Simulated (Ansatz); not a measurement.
Basis-set extrapolation for `N[SiH](Cl)BF` (PBE0-D4/def2-TZVP geometry, frozen core, Ansatz 0.2.0). Multiplicity 1, RHF reference.

```csv
,def2-TZVPP,def2-QZVPP
HF,-929.565737,-929.596012
MP2 correlation,-0.863278,-0.939008
CCSD(T) correlation,-0.941139,not run
```

Energies in hartree. Use E(X) = E(∞) + A·exp(−7.88·√X) for Hartree–Fock and E(X) = E(∞) + B·X^(−2.97) for correlation, with X = 3 and 4, and add CCSD(T) minus MP2 of the smaller set to the MP2 limit.

Question: What is the CCSD(T) energy at the basis-set limit?

Answer: HF limit: -929.596012 + (-0.030275) × 0.13774 = -929.60018. MP2 limit: -0.939008 + (-0.075730) × 0.74074 = -0.99510. Higher-order term: -0.941139 − (-0.863278) = -0.07786. Total: -930.67314 hartree, 4.52 eV below CCSD(T)/def2-TZVPP.
